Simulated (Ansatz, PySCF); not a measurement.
Gas-phase reaction in SMILES: FCF [difluoromethane] → [CH2]F + F atom (the C-F bond at the site shown breaks; other sites are not compared here)
Geometries: B3LYP-D3(BJ)/def2-TZVP minima from Ansatz (an electronic-structure program).

Property: bond dissociation energy (0 K, with B3LYP-D3(BJ) harmonic zero-point energies from PySCF), in kcal/mol. Cores are frozen in the correlated levels unless marked. Open shells are spin-unrestricted. Spin-orbit coupling is left out. Non-relativistic. FCI takes restricted orbitals. Basis-set limits of correlation are two-point, X^-3; Hartree-Fock from the larger set. The bracket is a focal-point correction in the basis named.

```
level                                                     program  bond dissociation energy (kcal/mol)
-------------------------------------------------  --------------  -----------------------------------
HF/cc-pVDZ                                                 Ansatz                                 72.2
HF/cc-pVTZ                                                 Ansatz                                 75.1
PBE-D3(BJ)/def2-TZVPD                              Ansatz + dftd3                                120.8
revPBE-D3(BJ)/def2-TZVPD                           Ansatz + dftd3                                114.4
TPSS-D3(BJ)/def2-TZVPD                              PySCF + dftd3                                115.4
M06-L/def2-TZVPD                                            PySCF                                114.9
B3LYP/def2-TZVPD                                           Ansatz                                113.7
PBE0/STO-3G                                                Ansatz                                103.8
r2SCANh-D4/def2-TZVPD                              Ansatz + dftd4                                112.1
M06-2X/def2-TZVPD                                           PySCF                                118.6
HSE06/def2-TZVPD                                           Ansatz                                114.9
B2GP-PLYP-D4/def2-TZVPD                            Ansatz + dftd4                                115.6
B2GP-PLYP/def2-TZVPD                                       Ansatz                                115.4
B2PLYP-D4/def2-TZVPD                               Ansatz + dftd4                                115.6
RPA@PBE/cc-pVQZ                                            Ansatz                                108.1
RI-MP2/cc-pVQZ                                             Ansatz                                124.9
SCS-MP2/cc-pwCVTZ                                          Ansatz                                119.5
CCSD/STO-3G                                                Ansatz                                 80.1
FCI/STO-3G                                                 Ansatz                                 80.6
RI-MP2/CBS(cc-pVTZ,cc-pVQZ)+[CCSD(T)-MP2]/cc-pVTZ          Ansatz                                119.2
CCSD(T)/CBS(cc-pVTZ,cc-pVQZ)                               Ansatz                                118.9
```
